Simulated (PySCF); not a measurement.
## C₈H₁₀BP: full NMR table

- Formula: C8H10BP
- SMILES: [BH3-][P@H+]1C=C1c1ccccc1
- InChI: InChI=1S/C8H10BP/c9-10-6-8(10)7-4-2-1-3-5-7/h1-6,10H,9H3
- Point group of the computed structure: C1
- Carbon signals: 6
- Proton signals: 6

Atom-mapped SMILES (the numbers label the heavy atoms): `[BH3-:1][P@H+:2]1[CH:3]=[C:4]1[c:5]1[cH:6][cH:7][cH:8][cH:9][cH:10]1` (H(Xn): hydrogen on atom n).

- structure optimised with PBE0-D3(BJ)/def2-SVP
- HF/pcSseg-1 with gauge-including orbitals
- run in PySCF 2.14
- equivalent nuclei averaged, non-relativistic, no solvent, a single conformation

References, each an isolated molecule treated in the same way: TMS for $^{1}$H and $^{13}$C; $^{31}$P against H3PO4; $^{11}$B against BF3·OEt2.

| carbon | δC, type | δH (multiplicity) | HMBC from (2–3 bonds) | span of the C tensor (ppm) |
| --- | --- | --- | --- | --- |
| C3 | 119.3, CH | 8.33 (m) | H(P2), H(B1) | 266 |
| C4 | 145.0, C | – | H(C3), H(C6)/H(C10), H(P2), H(B1) | 280 |
| C5 | 130.7, C | – | H(C3), H(C6)/H(C10), H(C7)/H(C9), H(P2) | 237 |
| C6/C10 | 140.9, CH | 8.09 (m) | H(C6)/H(C10), H(C8), H(C7)/H(C9) | 239 |
| C7/C9 | 135.3, CH | 7.72 (m) | H(C6)/H(C10), H(C8), H(C7)/H(C9) | 248 |
| C8 | 141.1, CH | 7.78 (m) | H(C6)/H(C10), H(C7)/H(C9) | 255 |

Other nuclei:
```
atoms   nucleus                                                      environment  δ (ppm)  σ (ppm)
H(P2)   $^{1}$H  hydrogen on a phosphorus bonded to 2 C, B, in a 3-membered ring     4.06    27.62
H(B1)   $^{1}$H                                  hydrogen on a boron bonded to P     1.07    30.61
   P2  $^{31}$P             phosphorus bonded to 2 C, B, H, in a 3-membered ring   -176.7    532.9
   B1  $^{11}$B                                           boron bonded to P, 3 H    -36.6    151.9
```

- δC 145.0: fully substituted alkene carbon; as expected for a trigonal carbon in a double bond.
- δC 141.1, 140.9, 135.3: aromatic CH.
- δC 130.7: substituted aromatic carbon.
- δC 119.3: alkene CH; an sp2 carbon of a C=C bond.
- δH 8.09, 7.78, 7.72: hydrogen on an aromatic CH; aromatic region.

Hydrogens on boron are broadened and split by $^{11}$B (spin 3/2, 80 %) and 10B (spin 3). Splittings by $^{31}$P in the carbon and heteronuclear signals aren't shown, as no couplings were computed. Shifts are as computed. Against solution values, carbons near 30 ppm lie about -0 ppm off and those near 130 ppm about +7 ppm. Of 1313 compounds with measured shifts, 239 miss one by over three times the rms of a fit or turn the order of signals round; such compounds aren't used in these exercises. Experimental scales use liquid or dissolved standards, which lie at an offset from isolated H3PO4. No couplings were computed; multiplicities are counted from neighbouring protons, with m where these are inequivalent, close in shift, in a saturated or five-membered ring or joined by F or P, and br s for small geminal =CH2 splittings.
